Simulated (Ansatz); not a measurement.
Abridged output of a molecular run in Ansatz:

```
Functional definition: HF
1022 factors; integrals over basis functions are off by at most 1.2e-3 eV
mean field evaluation 1: about -23523.2399 eV, gradient 2.6e1 eV
mean field evaluation 2: about -23523.2461 eV, gradient 2.6e1 eV
mean field evaluation 4: about -23525.4412 eV, gradient 3.3e0 eV
mean field evaluation 8: about -23525.4797 eV, gradient 1.8e-4 eV
mean field -23525.47972290 eV, -864.5454336738 hartree, gradient 2.0e-6 eV, S^2 0.000000; 0 other end points of the search recorded, 0 dependent functions left out
13 core orbitals not correlated: weight in the atoms' cores, before any rotation towards them, 1.000 or more for the frozen orbitals, at most 0.000 for the correlated occupied ones
reference -23525.47972290 eV, -864.5454336738 hartree; 14, 14 occupied and 76, 76 virtual orbitals, 1022 factors
second order -17.01292770 eV of doubles, -0.00000000 eV of singles
cycle   1  -17.81671019 eV  change   -8.0e-1 eV  update   9.7e-2
cycle   2  -18.34037674 eV  change   -5.2e-1 eV  update   3.1e-2
cycle   3  -18.43050056 eV  change   -9.0e-2 eV  update   1.3e-2
cycle   4  -18.42945123 eV  change    1.0e-3 eV  update   4.0e-3
cycle   5  -18.42961256 eV  change   -1.6e-4 eV  update   1.4e-3
cycle   6  -18.42945145 eV  change    1.6e-4 eV  update   4.4e-4
cycle   7  -18.42933540 eV  change    1.2e-4 eV  update   1.4e-4
cycle   8  -18.42933434 eV  change    1.1e-6 eV  update   4.9e-5
cycle   9  -18.42933014 eV  change    4.2e-6 eV  update   1.7e-5
perturbative correction -0.64997525 eV, -0.0238861500 hartree
Total energy: -23544.55902830 eV, -865.2465852146 hartree
```

Its atoms:

Z-matrix (Å, degrees):
```
C
C 1 1.474
Cl 1 1.786 2 111.6
H 1 1.091 2 112.1 3 120.0
H 1 1.091 2 110.4 3 -118.2
Si 2 1.809 1 154.7 3 45.9
C 2 1.332 1 136.9 3 -136.0
H 6 1.483 2 121.9 1 74.8
H 6 1.481 2 121.2 1 -77.5
H 7 1.084 2 135.6 1 1.2
```

(1) Which basis set was used?
A. def2-SVP
B. def2-TZVPPD
C. cc-pV(T+d)Z
D. def2-SVPD

(2) Write the keys of the input that set method, charge and spin (a neutral closed shell needs none for the last two).

## Answers

(1) A. It gives 103 functions.

(2) 
```yaml
correlation: {method: ccsd_t}
```
